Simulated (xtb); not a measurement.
xtb input:

```bash
xtb mol.xyz --gfn 2 --sp --chrg 1 --uhf 0
```
mol.xyz:
```
2

Ge    -0.00000000    -0.00000000    -0.76210370
Cl     0.00000000     0.00000000     1.43454814
```

Problem. Predict the final energy.

Solution. -6.06736 Eh (GFN2-xTB).

This state (charge 1, singlet) is run at the relaxed geometry of the species with charge 0 and multiplicity 2.
